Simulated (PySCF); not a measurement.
**How methods differ on the ionisation energy of Tl⁺**

Tl⁺ [Xe] 4f14 5d10 6s2 (1S) → Tl²⁺ [Xe] 4f14 5d10 6s1 (2S), as a difference of total energies. All numbers are calculated (PySCF 2.14, scalar relativity through the core potential, in aug-cc-pwCVDZ-PP with ECP60MDF). Correlated levels: valence: 5s2 5p6 5d10 frozen. The calculations carry no spin-orbit coupling.

```tsv
method	ionisation energy (eV)	error (eV)
UHF	18.360	-2.068
MP2 (valence)	18.885	-1.543
SCS-MP2 (valence)	18.990	-1.438
CCSD (valence)	19.097	-1.331
```

Reference: 20.428 eV (measured; NIST Atomic Spectra Database, ionization energies).

Errors of the correlated levels include the incompleteness of this basis and the frozen core.

With two correlated electrons CCSD is exact in that space.
